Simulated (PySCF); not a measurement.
PySCF input for C2H5O, SMILES CC[O-], charge -1, PBE0-D3(BJ)/def2-SVPD. The structure is a stationary point at PBE0-D3(BJ)/def2-SVPD.

```python
import numpy as np
from pyscf import gto, scf, dft, df
from pyscf.hessian import thermo

mol = gto.M(
    atom='''
    C    -0.20359576   -1.17452200   -0.00000000
    C     0.47889743    0.21565355    0.00000000
    O    -0.36032156    1.24182968   -0.00000000
    H     0.53281465   -2.00424981    0.00000000
    H    -0.84865334   -1.27074031   -0.89015549
    H    -0.84865334   -1.27074031    0.89015550
    H     1.19762725    0.18215183    0.88983696
    H     1.19762725    0.18215183   -0.88983698
    ''',
    basis='def2-SVPD',
    charge=-1,
    spin=0,
    max_memory=1600,
    verbose=3,
)
mf = dft.RKS(mol, xc='pbe0').density_fit(auxbasis='def2-universal-jkfit')
mf.disp = 'd3bj'
mf.grids.level = 3
mf.conv_tol = 1e-11
mf.max_cycle = 100
mf.kernel()

# [left out here: the lines that compute and print the analytic Hessian (its translational invariance restored by hand, since the grid's response is missing), thermochemistry and intensities]
```

Program output:

```
converged SCF energy = -154.145349831835

WARN: DFTD3 does not support analytical Hessian, using finite difference


WARN: Mole.unit (angstrom) is changed to Bohr

Mode                                 0                   1                   2
Irrep
Freq [cm^-1]                      277.9193            430.1369            767.3490
Reduced mass [au]                   1.1336              2.6447              1.0862
Force const [Dyne/A]                0.0516              0.2883              0.3768
Char temp [K]                     399.8640            618.8713           1104.0444
Normal mode                   x     y     z       x     y     z       x     y     z
       0   C                -0.00  0.00 -0.00    0.02 -0.12 -0.00    0.00 -0.00  0.05
       1   C                -0.00 -0.00  0.07   -0.11 -0.00 -0.00    0.00  0.00  0.06
       2   O                 0.00 -0.00 -0.06    0.06  0.13  0.00   -0.00  0.00 -0.02
       3   H                 0.00  0.00 -0.55    0.26  0.10  0.00   -0.00 -0.00 -0.18
       4   H                -0.35  0.29  0.22    0.06 -0.33 -0.01    0.26  0.38 -0.18
       5   H                 0.35 -0.29  0.22    0.06 -0.33  0.01   -0.26 -0.38 -0.18
       6   H                -0.10  0.01  0.15   -0.11 -0.07 -0.00    0.31  0.25 -0.20
       7   H                 0.10 -0.01  0.15   -0.11 -0.07  0.00   -0.31 -0.25 -0.20
Mode                                 3                   4                   5
Irrep
Freq [cm^-1]                      843.9501           1041.5217           1154.6049
Reduced mass [au]                   2.0109              2.2183              1.7100
Force const [Dyne/A]                0.8439              1.4178              1.3431
Char temp [K]                    1214.2563           1498.5179           1661.2194
Normal mode                   x     y     z       x     y     z       x     y     z
       0   C                 0.00  0.16  0.00   -0.14 -0.02 -0.00    0.00  0.00  0.10
       1   C                -0.08 -0.08  0.00    0.10  0.13  0.00    0.00  0.00 -0.16
       2   O                 0.03 -0.06 -0.00    0.00 -0.06 -0.00   -0.00 -0.00  0.05
       3   H                 0.36  0.48 -0.00    0.18  0.25  0.00   -0.00 -0.00 -0.16
       4   H                 0.08 -0.06 -0.03   -0.03 -0.37 -0.04    0.19  0.22 -0.07
       5   H                 0.08 -0.06  0.03   -0.03 -0.37  0.04   -0.19 -0.22 -0.07
       6   H                -0.04 -0.18 -0.01    0.12  0.07  0.00   -0.37  0.09  0.15
       7   H                -0.04 -0.18  0.01    0.12  0.07 -0.00    0.37 -0.09  0.15
Mode                                 6                   7                   8
Irrep
Freq [cm^-1]                     1247.1769           1256.0054           1304.7623
Reduced mass [au]                   3.5241              1.0820              1.3534
Force const [Dyne/A]                3.2297              1.0057              1.3575
Char temp [K]                    1794.4099           1807.1122           1877.2624
Normal mode                   x     y     z       x     y     z       x     y     z
       0   C                -0.01  0.04 -0.00    0.00  0.00  0.07    0.07  0.12 -0.00
       1   C                 0.14 -0.11  0.00    0.00 -0.00 -0.00   -0.05  0.02  0.00
       2   O                -0.11  0.11 -0.00   -0.00  0.00 -0.03    0.02 -0.03  0.00
       3   H                -0.04 -0.01  0.00   -0.00 -0.00 -0.07   -0.41 -0.34 -0.00
       4   H                 0.03 -0.17 -0.00    0.12  0.15 -0.04   -0.12 -0.41  0.17
       5   H                 0.03 -0.17  0.00   -0.12 -0.15 -0.04   -0.12 -0.41 -0.17
       6   H                 0.11 -0.26 -0.05    0.09 -0.64 -0.04   -0.02 -0.01 -0.01
       7   H                 0.11 -0.26  0.05   -0.09  0.64 -0.04   -0.02 -0.01  0.01
Mode                                 9                  10                  11
Irrep
Freq [cm^-1]                     1366.4653           1419.2641           1435.9017
Reduced mass [au]                   1.3624              1.0462              1.0636
Force const [Dyne/A]                1.4988              1.2417              1.2921
Char temp [K]                    1966.0393           2042.0051           2065.9429
Normal mode                   x     y     z       x     y     z       x     y     z
       0   C                 0.04 -0.03 -0.00   -0.00  0.00 -0.05    0.03 -0.03 -0.00
       1   C                -0.00  0.14  0.00    0.00  0.00 -0.02   -0.06  0.00  0.00
       2   O                -0.01 -0.03 -0.00    0.00 -0.00  0.00   -0.01  0.00 -0.00
       3   H                 0.01 -0.04 -0.00   -0.00 -0.00  0.71    0.15  0.11  0.00
       4   H                -0.06  0.11  0.05   -0.19  0.43  0.05   -0.31  0.06  0.22
       5   H                -0.06  0.11 -0.05    0.19 -0.43  0.05   -0.31  0.06 -0.22
       6   H                -0.08 -0.57  0.07   -0.03 -0.02  0.01    0.44 -0.02 -0.33
       7   H                -0.08 -0.57 -0.07    0.03  0.02  0.01    0.44 -0.02  0.33
Mode                                12                  13                  14
Irrep
Freq [cm^-1]                     1461.1009           2518.3248           2587.4325
Reduced mass [au]                   1.0994              1.0949              1.0462
Force const [Dyne/A]                1.3829              4.0910              4.1266
Char temp [K]                    2102.1989           3623.3088           3722.7393
Normal mode                   x     y     z       x     y     z       x     y     z
       0   C                 0.03 -0.01 -0.00    0.00 -0.00 -0.00   -0.00  0.00  0.00
       1   C                 0.07 -0.03 -0.00   -0.00 -0.00 -0.08    0.05  0.01 -0.00
       2   O                -0.01  0.01  0.00   -0.00  0.00  0.00    0.01 -0.01 -0.00
       3   H                 0.23  0.18  0.00   -0.00  0.00 -0.00    0.04 -0.02  0.00
       4   H                -0.41  0.01  0.31   -0.02 -0.01 -0.02   -0.00  0.00 -0.00
       5   H                -0.41  0.01 -0.31    0.02  0.01 -0.02   -0.00  0.00  0.00
       6   H                -0.28  0.10  0.24    0.43  0.02  0.52   -0.39  0.00 -0.57
       7   H                -0.28  0.10 -0.24   -0.43 -0.02  0.52   -0.39  0.00  0.57
Mode                                15                  16                  17
Irrep
Freq [cm^-1]                     2962.8935           3059.1466           3087.0986
Reduced mass [au]                   1.0406              1.0925              1.1032
Force const [Dyne/A]                5.3821              6.0236              6.1944
Char temp [K]                    4262.9441           4401.4309           4441.6475
Normal mode                   x     y     z       x     y     z       x     y     z
       0   C                -0.01  0.05  0.00   -0.08  0.02 -0.00    0.00 -0.00 -0.09
       1   C                -0.00 -0.00 -0.00   -0.00  0.00 -0.00    0.00 -0.00 -0.00
       2   O                 0.00  0.00  0.00    0.00  0.00 -0.00   -0.00 -0.00  0.00
       3   H                 0.55 -0.59  0.00    0.35 -0.39 -0.00   -0.00  0.00 -0.01
       4   H                -0.23 -0.01 -0.32    0.31  0.05  0.47    0.40  0.05  0.54
       5   H                -0.23 -0.01  0.32    0.31  0.05 -0.47   -0.40 -0.05  0.54
       6   H                 0.02  0.00  0.02    0.01 -0.00  0.01    0.01 -0.00  0.02
       7   H                 0.02  0.00 -0.02    0.01 -0.00 -0.01   -0.01  0.00  0.02
temperature 298.1500 [K]
pressure 101325.00 [Pa]
Rotational constants [GHz] 38.66700 9.71208 8.60677
Symmetry number 1
Zero-point energy (ZPE) 0.06429 [Eh]   168799.393 [J/mol]
                           tot       elec      trans        rot        vib
Entropy [J/mol/K]       261.793      0.000    156.238     92.568     12.987
Cv [J/mol/K]             49.501      0.000     12.472     12.472     24.558
Cp [J/mol/K]             57.816      0.000     20.786     12.472     24.558
Internal energy [J/mol]                      3718.434   3718.434 171430.215
Internal energy [Eh]   -154.07722  -154.14535
Enthalpy [J/mol]                             6197.391   3718.434 171430.215
Enthalpy [Eh]          -154.07628
Gibbs free energy [J/mol]                  -40385.038 -23880.713 167558.182
Gibbs free energy [Eh] -154.10601
static polarisability / bohr^3: [[51.429 -2.876 -0.   ]
 [-2.852 58.143  0.   ]
 [-0.    -0.    43.72 ]]
largest difference of analytic and finite-field dipole derivatives / e: 0.004538399391465442
mode   freq/cm-1   IR/(km/mol)   Raman/(A^4/amu)   depolarisation
   1      277.92         0.910             0.088            0.750
   2      430.14         7.487             0.935            0.610
   3      767.35         1.087             4.188            0.750
   4      843.95        14.132            22.545            0.749
   5     1041.52        59.608            18.950            0.193
   6     1154.60         1.407             5.067            0.750
   7     1247.18       255.986            32.462            0.502
   8     1256.01         5.922            12.307            0.750
   9     1304.76        11.334             2.861            0.208
  10     1366.47       134.969             2.642            0.173
  11     1419.26         1.735             8.211            0.750
  12     1435.90        28.637            38.225            0.684
  13     1461.10        20.257             9.046            0.354
  14     2518.32       487.761           508.059            0.750
  15     2587.43       593.754           344.338            0.317
  16     2962.89       125.528           217.218            0.049
  17     3059.15        95.085            84.948            0.637
  18     3087.10        74.889            64.674            0.750
max |gradient| / (hartree/bohr): 3.750937167683525e-05
APT charges: [ 0.0021  0.9783 -1.1528 -0.109  -0.0621 -0.0621 -0.2972 -0.2972]
```

Self-consistency was reached.
